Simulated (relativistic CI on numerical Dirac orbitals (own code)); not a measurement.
N: q coefficients

Computed by Dirac-Coulomb-Breit CI, separate exchange-only KLI orbitals for each configuration, valence Slater integrals scaled by 0.85, P86 correlation energy added to each configuration, derivatives by finite differences, QED left out (own radial code, finite nucleus).

Configurations in the expansion (outside the closed core 1s2): 2s2.2p3, 2s2.2p2.3s, 2s.2p4, 2s2.2p2.3p, 2s2.2p2.4s, 2s2.2p2.3d, 2p5, 2s2.2p.3s2. Levels of other configurations are missing.

With x = (α/α₀)² − 1 an excitation energy changes as ω = ω₀ + qx; K = 2q/ω₀ is the relative enhancement. Terms are leading LS components, so labels can repeat.

Lowest level 2s2.2p3 4S°_3/2.

```
             Level  ω₀ (cm⁻¹)  q (cm⁻¹)
   2s2.2p3 2D°_5/2    19205.8    -12.89
   2s2.2p3 2D°_3/2    19215.2    -4.351
   2s2.2p3 2P°_3/2    26304.0     2.866
   2s2.2p3 2P°_1/2    26304.6     2.437
 2s2.2p2.3s 4P_1/2    83339.6    -148.3
 2s2.2p2.3s 4P_3/2    83383.8    -103.9
 2s2.2p2.3s 4P_5/2    83449.8    -37.66
 2s2.2p2.3s 2P_1/2    85592.6    -135.8
 2s2.2p2.3s 2P_3/2    85677.5    -50.81
2s2.2p2.3p 2S°_1/2    93434.3    -71.39
     2s.2p4 4P_5/2    93603.4     168.4
     2s.2p4 4P_3/2    93664.2     229.2
     2s.2p4 4P_1/2    93694.0     259.1
```

For a near-neutral ion this model can misplace configurations by up to about 10,000 cm⁻¹ (more where the count of f electrons changes) and terms by 10 to 25 % of their spread. Rates follow the energies as ν³ (E1, M1) or ν⁵ (E2), so they and the lifetimes can be off by large factors. The fine structure of a lone outer electron comes out too small, for d and f at times inverted, and misplaced configurations move strength between like terms.

Q: Which transition from the lowest level has the largest |K|?

A: 2s.2p4 4P_1/2 at 93694.0 cm⁻¹, K = 0.00553.
